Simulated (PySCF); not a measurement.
Si(Cl)(H)2(NHMe) (CH6ClNSi), SMILES N(C)[SiH2]Cl.

The structure is a stationary point at B3LYP-D3(BJ)/def2-SVP. Other conformers were not sampled.

Two levels are set side by side: PBE/def2-TZVP (PySCF) and ωB97X/def2-TZVP (PySCF). Same geometry, gas phase. Differences are taken from unrounded values.

```tsv
quantity	ωB97X
orbital gap (eV)	12.25
highest occupied level (eV)	-9.72
lowest empty level (eV)	2.53
dipole moment (D)	2.22
mean polarisability (bohr³)	56.3
```

What does PBE give, and how far is it from ωB97X? (Estimate from the structure and the level; the computed values follow.)


```tsv
quantity	PBE	PBE minus ωB97X
orbital gap (eV)	5.60	-6.65
highest occupied level (eV)	-5.94	3.78
lowest empty level (eV)	-0.34	-2.87
dipole moment (D)	2.21	-0.01
mean polarisability (bohr³)	59.5	3.1
```

PBE's occupied levels lie high since its potential decays too fast outside the molecule; exact exchange lowers them and widens the gap. Loosely held outer electrons make PBE densities more polarisable. Differences between two approximate levels are no errors against the true value.

Rough cost on one machine, each run with all the roots and properties that it gave: ωB97X against PBE within a factor of 2.
